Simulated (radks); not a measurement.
Results of a calculation; reference values are marked as such.
Polarisability of the fluorine ion F6+, [He] 2s1, at imaginary frequency. Code: a radial shooting solver on a logarithmic mesh with Libxc functionals. Model: scalar-relativistic Kohn-Sham, LB94 model potential, spin-polarised, spherical densities, finite nucleus; open shells are filled with parallel spins first; Fermi nuclear charge, rms radius 2.8976 fm. Response by self-consistent Sternheimer equations with the Hartree and adiabatic LDA kernel, the relativistic mass of each level held fixed and spin-orbit coupling left out.

w (hartree),alpha1(iw) (bohr^3),alpha2(iw) (bohr^5)
0.00266,0.6358,0.08236
0.0143,0.6354,0.08236
0.0360,0.6327,0.08236
0.0697,0.6241,0.08234
0.118,0.6033,0.08229
0.186,0.5611,0.08219
0.280,0.4890,0.08197
0.413,0.3873,0.08152
0.605,0.2730,0.08057
0.892,0.1721,0.07856
1.35,0.1004,0.07419
2.12,0.05660,0.06473
3.59,0.03060,0.04628
6.94,0.01366,0.02117
17.5,0.003908,0.004333

Static values: alpha1 = 0.6359 bohr^3 (0.09423 angstrom^3; uncoupled 0.7547), alpha2 = 0.08236 bohr^5, alpha3 = 0.07374 bohr^7. C6 = 0.1646, C8 = 0.2073, triple-dipole C9 = 0.07532 atomic units. One-pole (London) frequency 4 C6 / (3 alpha1^2) = 0.543 hartree, against 6.764 for minus the highest occupied eigenvalue.
